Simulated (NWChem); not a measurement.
Si2H5O2F; SMILES O[Si](O)(F)[SiH3]

```xyz
10

O     -1.5521    -0.8440    -0.4415
Si    -0.0213    -0.4065    -0.0220
O      0.3218    -1.1345     1.4289
F      1.0617    -0.9724    -1.0866
Si     0.0831     1.9222     0.0029
H     -1.8117    -1.7478    -0.2058
H      1.2543    -1.3202     1.6096
H      1.4604     2.3543     0.3708
H     -0.2500     2.4888    -1.3313
H     -0.8648     2.4613     1.0142
```
Atoms are numbered in this order, from 1.

All runs: NWChem. Pople sets run with spherical d functions. The geometry was optimised at B3LYP/6-31G* (spherical d). Atomic charges in e: unrestrained fits to the electrostatic potential beside Mulliken populations; buried atoms are poorly determined by the fit.

For level Hartree-Fock/6-31G*:

```
Item          Result
------------  ------
ESP O1         -0.82
Mulliken O1    -0.88
ESP Si2         1.19
Mulliken Si2    1.43
ESP O3         -0.82
Mulliken O3    -0.89
Mulliken F4    -0.54
Mulliken Si5    0.29
```

Question: What are these values for level B3LYP/def2-SVP?

Answer: The ESP O1 is -0.71 and the Mulliken O1 comes out as -0.38. The ESP Si2 is 1.03 and the Mulliken Si2 is 0.80. The ESP O3 is -0.71. The Mulliken O3 comes out as -0.40. The Mulliken F4 comes out as -0.34 and the Mulliken Si5 is 0.16.
